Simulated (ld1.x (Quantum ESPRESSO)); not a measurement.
What the settings do to the TM potential of Hg

Base potential:

- Element: Hg (Z = 80)
- Generator: ld1.x (Quantum ESPRESSO) 7.5
- Type: norm-conserving Troullier–Martins (Kleinman–Bylander form)
- Functional: PBE
- Relativity: scalar-relativistic
- Frozen core: [Kr] 4d10 4f14 5s2
- Valence charge: 18
- Reference configuration: 5p6 5d10 6s1.75 6p0.25
- Partial waves: 6s (bound): rc 1.65 bohr; 5d (bound): rc 2.20 bohr; 5p (bound): rc 1.80 bohr
- Local potential: the p channel
- Core correction: none

Occupied shells without a wave of their own: 6p. They enter only through the test configuration that unscreens the potential.

Cutoffs, loose and tight: the cutoffs (Ry, on a coarse ladder) from which the occupation-weighted sum of valence levels, in a spherical-Bessel basis at the reference potential, stays within 10 and 1 mRy of its value at 400 Ry. They do not see the model core or the augmentation charge, which bear on the density cutoff. Test errors are all-electron minus pseudo excitation energies from the reference, over the configurations 5p6 5d10 6s2 6p0; 5p6 5d10 6s1 6p0; 5p6 5d10 6s0 6p0; 5p6 5d9 6s2 6p1; 5p6 5d10 6s0 6p1; 5p6 5d8 6s0 6p0; 5p5 5d10 6s2 6p0. A dash means not determined; rows that change the core or the reference have their own tests.

A true bound ghost makes a file unfit for plane-wave use even where its test errors are small: the radial tests pick states by their node count and pass the ghost by.

```csv
change,outcome,"cutoff, loose","cutoff, tight",bound ghosts,largest test error (meV)
base,"generated, misses its reference levels by 0.29 eV",50 Ry,90 Ry,s,-543
wave 5p (bound): rc 1.80 bohr becomes 5p (bound): rc 1.32 bohr,generated,110 Ry,140 Ry,s,-374
wave 5p (bound): rc 1.80 bohr becomes 5p (bound): rc 1.60 bohr,"generated, misses its reference levels by 0.18 eV",55 Ry,100 Ry,s,-393
wave 5p (bound): rc 1.80 bohr becomes 5p (bound): rc 1.72 bohr,"generated, misses its reference levels by 0.24 eV",50 Ry,90 Ry,s,-462
wave 5p (bound): rc 1.80 bohr becomes 5p (bound): rc 2.10 bohr,"generated, misses its reference levels by 0.33 eV",45 Ry,90 Ry,s,-630
wave 5p (bound): rc 1.80 bohr becomes 5p (bound): rc 2.30 bohr,"generated, misses its reference levels by 0.21 eV",45 Ry,90 Ry,s,-446
wave 5p (bound): rc 1.80 bohr becomes 5p (bound): rc 2.44 bohr,generated,45 Ry,90 Ry,s,-347
wave 5p (bound): rc 1.80 bohr becomes 5p (bound): rc 2.66 bohr,"generated, misses its reference levels by 0.15 eV",45 Ry,90 Ry,s,-186
```

Q: What comes out with this change to the base: wave 5p (bound): rc 1.80 bohr becomes 5p (bound): rc 1.20 bohr?

A: outcome: generated; cutoff, loose: 140 Ry; cutoff, tight: 200 Ry; bound ghosts: s; largest test error (meV): -469.

Q: What comes out with this change to the base: wave 5p (bound): rc 1.80 bohr becomes 5p (bound): rc 1.94 bohr?

A: outcome: generated, misses its reference levels by 0.34 eV; cutoff, loose: 45 Ry; cutoff, tight: 90 Ry; bound ghosts: s; largest test error (meV): -631.

Reading the sweep of the p radius (base included, trends over the rows without a ghost): Bound ghosts are found at 1.2, 1.32, 1.6, 1.72, 1.8, 1.94, 2.1, 2.3, 2.44, 2.66 bohr. Every judged row has one, so this setting neither creates nor removes them.
